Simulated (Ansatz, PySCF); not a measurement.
Donor–acceptor adduct: BH3 (SMILES B) (first 4 atoms) with AsH3 (SMILES [AsH3]); geometry from B3LYP-D3(BJ)/def2-TZVP, rigid monomers moved along the line of their centres of mass till B1···As5 is 1.88 Å.
(charge 0, multiplicity 1):
```json
[
 {"atom": "B", "x (Å)": "-0.0052", "y (Å)": "-0.0598", "z (Å)": "0.6296"},
 {"atom": "H", "x (Å)": "-0.8662", "y (Å)": "0.7776", "z (Å)": "0.5787"},
 {"atom": "H", "x (Å)": "-0.3529", "y (Å)": "-1.1824", "z (Å)": "0.3770"},
 {"atom": "H", "x (Å)": "1.0665", "y (Å)": "0.2658", "z (Å)": "0.1928"},
 {"atom": "As", "x (Å)": "0.3369", "y (Å)": "-0.1611", "z (Å)": "2.4772"},
 {"atom": "H", "x (Å)": "-0.7851", "y (Å)": "-0.5510", "z (Å)": "3.4090"},
 {"atom": "H", "x (Å)": "0.8096", "y (Å)": "1.0750", "z (Å)": "3.2037"},
 {"atom": "H", "x (Å)": "1.3853", "y (Å)": "-1.1264", "z (Å)": "2.9758"}
]
```

Interaction energies are E(AB) − E(A) − E(B) at the monomers' geometry in the complex; basis-set methods are counterpoise corrected. Rows marked so take none.

Frozen-core correlation. Filled d and f shells under p-block atoms count as core. Rows in 6-31G* carry no dispersion term and start afresh at each structure (6-31G* with six Cartesian d functions); the Pople sets are all-electron and without relativity.

The values were computed with Ansatz (a first-principles code); PySCF for 6-31G* rows. Each number belongs to the level named beside it.

Problem. Predict the interaction energy from CCSD(T)/aug-cc-pVDZ.

Solution. -15.9 kcal/mol

Problem. Predict the interaction energy from B3LYP/6-31G*.

Solution. -16.4 kcal/mol

Problem. What interaction energy does B3LYP/6-31G* (no counterpoise) give?

Solution. -17.9 kcal/mol
